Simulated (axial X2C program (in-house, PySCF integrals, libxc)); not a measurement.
Which molecule has these constants?

All values come from calculations with an axial X2C code built on PySCF integrals, spin-free (one-electron X2C) or two-component (2c: spin–orbit coupling with atomic mean-field Coulomb and Gaunt terms, which also bring small scalar terms), in Dyall basis sets with cores contracted in-house; open shells are unrestricted.

A two-component CCSD(T) calculation in a Dyall 3-zeta basis gave Re = 2.284 Å, ωe = 310.3 cm⁻¹, De = 3.76 eV, Ω = 0.

Question: Which molecule is it?
A. GaO⁻
B. GaSe⁻
C. GaS⁻
D. GaTe⁻

Answer: B. The others have GaTe⁻ 2.509 Å and 246.5 cm⁻¹ (Ω = 0); GaO⁻ 1.733 Å and 781.9 cm⁻¹ (Ω = 0); GaS⁻ 2.154 Å and 440.1 cm⁻¹ (Ω = 0).

Frozen shells (counts by l): GaSe⁻ Se 3s2p1d, Ga 3s2p1d, 10 electrons correlated; GaTe⁻ Te 4s3p2d, Ga 3s2p1d, 10 electrons correlated; GaO⁻ Ga 3s2p1d, O 1s, 10 electrons correlated; GaS⁻ Ga 3s2p1d, S 2s1p, 10 electrons correlated. Coupled cluster in natural virtuals with an MP2 remainder. Where the outer core of a metal is frozen, bonds come out longer and ionisation energies lower.

Each entry is the lowest single determinant of a limited PBE0 search at one distance. De goes to single-determinant-based atoms at the same level (for ions the charge split of lowest energy) and is withheld (n/a) where an atom does not fit its ground term or J level. Main or longest-lived isotopes. One determinant is a doubtful description, or other states lie close, for GaO⁻; these need not be ground states, and all values refer to the states named.
